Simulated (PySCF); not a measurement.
# Computed properties of Al(Cl)(H)(SMe) (CH4AlClS), SMILES C[S][AlH][Cl]

Al(Cl)(H)(SMe) (CH4AlClS), SMILES C[S][AlH][Cl]. Geometry: TPSSh-D3(BJ)/def2-SVP. Other conformers were not sampled. All values are computed for the isolated molecule unless a solvent is named; none is compared with measurement here.

**Structure.** The optimised structure has Cs symmetry. All 18 harmonic modes at TPSSh-D3(BJ)/def2-SVP (PySCF) are real, so it is a minimum. With heavy atoms numbered as in [AlH:1]([Cl:2])[S:4][CH3:5], the shortest bond between them is S4–C5 at 1.847 Å and the longest Al1–S4 at 2.170 Å.

**Vibrations.** The strongest infrared lines (harmonic, unscaled, degenerate partners summed) lie at 663 cm⁻¹ (335 km/mol, H 73 %, Al 22 %), 1997 cm⁻¹ (141 km/mol, H 96 %), 456 cm⁻¹ (102 km/mol, H 83 %, Al 15 %). The softest mode is at 68 cm⁻¹ and the zero-point energy is 29.9 kcal/mol.

**Electronic structure.** B3LYP/def2-TZVP (PySCF) places the frontier levels at -7.17 and -1.32 eV, a gap of 5.85 eV, and gives a dipole moment of 2.57 D and a mean polarisability of 70.6 bohr³.

**Excitations.** TDDFT-M06-2X/def2-SVPD (PySCF) has S1 at 5.52 eV (225 nm, f = 0.075, bright); the most intense of the 10 singlets computed lies at 7.19 eV (f = 0.22). T1 (TDA) is at 4.71 eV. No vertical singlet excitation falls in the visible range (under 3.1 eV).

**NMR.** GIAO shifts at B3LYP/pcSseg-1 (PySCF) (non-relativistic, atoms alike by connectivity averaged): ¹³C at 15.0 ppm against TMS; ¹H from 2.5 to 5.2 ppm against TMS. Without spin–orbit terms, shifts of atoms bonded to Cl or Br come out too high.
